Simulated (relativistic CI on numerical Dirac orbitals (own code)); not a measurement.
Radial Dirac CI calculation of Te⁺.

Command:

```sh
python run_levels.py task.json out
```

Input:

```
atom Te  Z=52  charge=1  electrons=51
nucleus A=130  rms_radius_fm=4.7423
hamiltonian dirac-coulomb  breit=on  qed=on  c_scale=1
orbitals kli  potential=per-configuration
slater_scale 1
correlation none
mixing on
grid step=0.0125 r_max=129.7
scf mixing=0.4 start=green max_iterations=75 tolerance=2e-08 node_fill=50
configurations
  [Kr] 4d10 5s2 5p3
  [Kr] 4d10 5s 5p4
  [Kr] 4d10 5s2 5p2 5d
  [Kr] 4d10 5s2 5p2 6s
  [Kr] 4d10 5s2 5p 5d2
end
```

Output:

```
SCF 1: [Kr] 4d10 5s2 5p3
 iter      energy (Ha)   residual   last orbital (Ha)
    1     -6786.665215   1.84e+00     -0.80064
    2     -6792.969292   6.36e-01     -0.53826
    3     -6792.313005   2.09e-01     -0.48599
    4     -6792.297919   4.30e-02     -0.48812
    5     -6792.220919   1.53e-02     -0.48387
    6     -6792.191332   3.69e-03     -0.48141
    7     -6792.199498   1.86e-04     -0.48251
    8     -6792.199326   1.59e-04     -0.48258
    9     -6792.198980   6.64e-06     -0.48253
   10     -6792.198974   3.01e-06     -0.48253
   11     -6792.198966   7.04e-08     -0.48253
   12     -6792.198966   1.29e-08     -0.48253
SCF 2: [Kr] 4d10 5s 5p4
 iter      energy (Ha)   residual   last orbital (Ha)
    1     -6786.362752   1.83e+00     -0.80064
    2     -6792.576011   6.34e-01     -0.54768
    3     -6791.941788   2.11e-01     -0.50407
    4     -6791.903362   3.96e-02     -0.51308
    5     -6791.833971   1.54e-02     -0.50862
    6     -6791.808851   3.45e-03     -0.50637
    7     -6791.816485   2.13e-04     -0.50760
    8     -6791.816236   1.52e-04     -0.50765
    9     -6791.815894   4.27e-06     -0.50759
   10     -6791.815885   6.07e-07     -0.50759
   11     -6791.815883   1.50e-07     -0.50759
   12     -6791.815883   1.90e-09     -0.50759
SCF 3: [Kr] 4d10 5s2 5p2 5d
 iter      energy (Ha)   residual   last orbital (Ha)
    1     -6786.495056   1.82e+00     -0.30030
    2     -6792.588772   6.37e-01     -0.23186
    3     -6791.958032   2.09e-01     -0.21901
    4     -6791.913225   3.68e-02     -0.21757
    5     -6791.847469   1.52e-02     -0.21683
    6     -6791.830996   2.59e-03     -0.21655
    7     -6791.836255   1.42e-04     -0.21678
    8     -6791.836202   7.51e-05     -0.21681
    9     -6791.836336   4.50e-06     -0.21681
   10     -6791.836330   1.05e-06     -0.21681
   11     -6791.836331   5.34e-07     -0.21681
   12     -6791.836332   1.27e-08     -0.21681
SCF 4: [Kr] 4d10 5s2 5p2 6s
 iter      energy (Ha)   residual   last orbital (Ha)
    1     -6786.601404   1.81e+00     -0.33393
    2     -6792.643646   6.41e-01     -0.27623
    3     -6791.989837   2.05e-01     -0.25565
    4     -6791.968534   4.05e-02     -0.24772
    5     -6791.899424   1.52e-02     -0.24605
    6     -6791.876942   2.24e-03     -0.24307
    7     -6791.881844   1.43e-04     -0.24297
    8     -6791.881576   3.26e-05     -0.24294
    9     -6791.881517   2.30e-05     -0.24294
   10     -6791.881551   5.48e-06     -0.24296
   11     -6791.881564   1.18e-06     -0.24296
   12     -6791.881561   4.21e-08     -0.24296
   13     -6791.881561   9.40e-09     -0.24296
SCF 5: [Kr] 4d10 5s2 5p 5d2
 iter      energy (Ha)   residual   last orbital (Ha)
    1     -6786.253725   1.78e+00     -0.30030
    2     -6792.151737   6.37e-01     -0.24387
    3     -6791.542200   2.09e-01     -0.24141
    4     -6791.470704   2.92e-02     -0.24752
    5     -6791.377434   1.49e-02     -0.24599
    6     -6791.410243   7.92e-04     -0.24653
    7     -6791.408667   3.11e-04     -0.24667
    8     -6791.409275   1.26e-04     -0.24665
    9     -6791.409447   7.05e-05     -0.24665
   10     -6791.409519   5.10e-06     -0.24665
   11     -6791.409512   3.33e-07     -0.24665
   12     -6791.409513   2.58e-07     -0.24665
   13     -6791.409513   1.32e-07     -0.24665
   14     -6791.409513   7.41e-08     -0.24665
   15     -6791.409513   9.24e-09     -0.24665
orbital energies (Ha): 4s -5.9084  4p1/2 -4.3522  4p3/2 -4.0207  4d3/2 -1.5951  4d5/2 -1.5482  5s -0.7904  5p1/2 -0.5060  5p3/2 -0.4825
configuration averages (Ha): Dirac-Coulomb, Breit, QED
  5s2 5p3                      -6792.198966    4.970748    3.358311
  5s 5p4                       -6791.815883    4.970755    3.357570
  5s2 5p2 5d                   -6791.836332    4.970475    3.358386
  5s2 5p2 6s                   -6791.881561    4.970576    3.358501
  5s2 5p 5d2                   -6791.409513    4.970057    3.358451
levels: no., configuration, term, J, E (cm-1), weight
   1 5s2 5p3                4S*  3/2              0.0  0.88
   2 5s2 5p3                2D*  3/2          11629.2  0.76
   3 5s2 5p3                2D*  5/2          14916.0  0.99
   4 5s2 5p3                2P*  1/2          22405.3  0.99
   5 5s2 5p3                2P*  3/2          28029.1  0.73
   6 5s 5p4                 4P   5/2          67456.4  0.69
   7 5s2 5p2 6s             4P   1/2          70480.0  0.70
   8 5s 5p4                 4P   3/2          71940.9  0.60
   9 5s 5p4                 4P   1/2          74447.4  0.58
  10 5s2 5p2 6s             4P   3/2          75927.6  0.42
  11 5s2 5p2 6s             4P   3/2          77185.9  0.44
  12 5s2 5p2 6s             2P   1/2          77840.7  0.61
  13 5s2 5p2 5d             4F   5/2          79418.6  0.67
  14 5s2 5p2 5d             2P   3/2          80249.2  0.34
lowest total energy -6783.942971 Ha
end: converged
```

Against the reference input this run has: node fill of the KLI weights 50. The reference run ends at -6784.992505 Ha with Breit and QED terms. The iteration limit was 75 against 150. This setting is bad on purpose; its numbers may not be properties of the ion.

With so few configurations and no correlation, terms lie too far apart (by 10 to 50 % or more near neutrality), their order can be wrong, and levels of other configurations are missing.
